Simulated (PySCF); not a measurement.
PySCF 2.14 output of an unrestricted r2SCAN0 calculation on a single atom or ion in cc-pVTZ-PP with ECP28MDF (5s5p4d2f1g, 63 functions), with scalar relativity through the core potential:

```
SCF conv_tol = 1e-09
number electrons alpha = 9  beta = 5
    M. Bursch, H. Neugebauer, S. Ehlert, and S. Grimme.,  J. Chem. Phys. 156, 134105 (2022)
cycle= 1 E= -67.806586792909  delta_E= -0.00756  |g|= 0.0196  |ddm|= 0.185
cycle= 2 E= -67.8073100534767  delta_E= -0.000723  |g|= 0.0069  |ddm|= 0.0674
cycle= 3 E= -67.8076612377417  delta_E= -0.000351  |g|= 0.00592  |ddm|= 0.0503
cycle= 4 E= -67.807836663411  delta_E= -0.000175  |g|= 0.004  |ddm|= 0.0295
cycle= 5 E= -67.8081032985481  delta_E= -0.000267  |g|= 0.00269  |ddm|= 0.0793
cycle= 6 E= -67.8081295724101  delta_E= -2.63e-05  |g|= 0.000643  |ddm|= 0.0233
cycle= 7 E= -67.8081317378533  delta_E= -2.17e-06  |g|= 8.14e-05  |ddm|= 0.00828
cycle= 8 E= -67.8081317568753  delta_E= -1.9e-08  |g|= 2.4e-05  |ddm|= 0.000772
cycle= 9 E= -67.8081317574051  delta_E= -5.3e-10  |g|= 3.1e-06  |ddm|= 7.7e-05
converged SCF energy = -67.8081317574051  <S^2> = 6.0254652  2S+1 = 5.0101757
```

The run itself started from symmetry-adapted Hartree-Fock orbitals and held the occupation by maximum overlap, on a logarithmic radial grid, so the iterations belong to that start.

**Question.** Which element, charge and spin multiplicity is this?

**Answer.** Mo (molybdenum, neutral), multiplicity 5; the state was [Kr] 4d4 5s2, high-spin 5D determinant (an excited configuration).

Energies and moments cover only the electrons outside the core potential.
